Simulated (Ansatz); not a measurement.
`[NH2][Cd][NH2]` and `[NH2][Cd][SH]` differ in one atom or group.

Ansatz, PBE0-D4/def2-TZVP geometries, multiplicity 1. Each molecule was computed in one conformer, which needn't be the lowest.

Elements past krypton have def2 core potentials.

| property | `[NH2][Cd][NH2]` |
| --- | --- |
| ideal-gas entropy at 298 K and 1 bar (rigid rotor, harmonic PBE0-D4/def2-TZVP) / J/(mol·K) | 304 |
| zero-point energy (PBE0-D4/def2-TZVP) / kJ/mol | 130.0 |
| LUMO energy (PBE0/def2-TZVPP) / eV | -0.57 |
| HOMO–LUMO gap (PBE/def2-TZVPP) / eV | 3.99 |
| HOMO energy (PBE0/def2-TZVPP) / eV | -6.67 |
| size of the dipole moment (ωB97M-V/def2-TZVPP) / D | 1.60 |

Question: What does the change do to each property? (An estimate is asked.)

Answer: Computed: 
```csv
property,`[NH2][Cd][SH]`,shift
"ideal-gas entropy at 298 K and 1 bar (rigid rotor, harmonic PBE0-D4/def2-TZVP) / J/(mol·K)",321,17
zero-point energy (PBE0-D4/def2-TZVP) / kJ/mol,88.0,-42.0
LUMO energy (PBE0/def2-TZVPP) / eV,-0.99,-0.42
HOMO–LUMO gap (PBE/def2-TZVPP) / eV,3.95,-0.04
HOMO energy (PBE0/def2-TZVPP) / eV,-7.04,-0.37
size of the dipole moment (ωB97M-V/def2-TZVPP) / D,2.23,0.63
```

With PBE0 the HOMO falls by 0.37 eV and the LUMO falls by 0.42 eV, so the gap narrows by about 0.05 eV. PBE moves the HOMO by -0.38 eV and ωB97M-V by -0.31 eV. The zero-point energy changes by -42.0 kJ/mol with -3 modes. Dipoles are sizes alone; their direction can turn.
